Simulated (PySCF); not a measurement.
## Correlation energy of Ge+ (germanium, charge +1)

[Ar] 3d10 4s1 4p2, 4s spin antiparallel (an excited configuration). Calculation: PySCF 2.14, in aug-cc-pVTZ-PP with one added diffuse shell each of s, d, f type with ECP10MDF (7s5p5d3f, 68 functions); scalar relativity through the core potential. Frozen: 3s2 3p6 3d10; 3 electrons correlated.

MP2 pair energies summed by pair of shells (mhartree):

```tsv
pair	energy	share (%)
4s-4p	-53.69	91.0
4p-4p	-5.29	9.0
```

Total MP2 correlation energy: -58.98 mhartree.

Same-spin part -5.29 and opposite-spin part -53.69 mhartree; SCS-MP2 scales them by 1/3 and 6/5 to -66.19 mhartree.
